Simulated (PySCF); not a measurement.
Caution: the highest occupied level lies above zero, so the state may not be bound.

# CHO2, SMILES `[O-]C=O` (charge -1, multiplicity 1)

Method: PySCF with r2SCAN-D4/def2-TZVPD.

```json
{
 "HOMO": "0.06 eV",
 "total_energy": "-189.1951 Ha",
 "cost": "about 100 core-seconds (a rough figure)"
}
```

```xyz
4

O     -0.9569    -0.8210     0.0159
C      0.0055    -0.0222    -0.0050
O      1.2166    -0.2189    -0.2486
H     -0.2653     1.0621     0.2376
```
Charge -1, spin multiplicity 1.
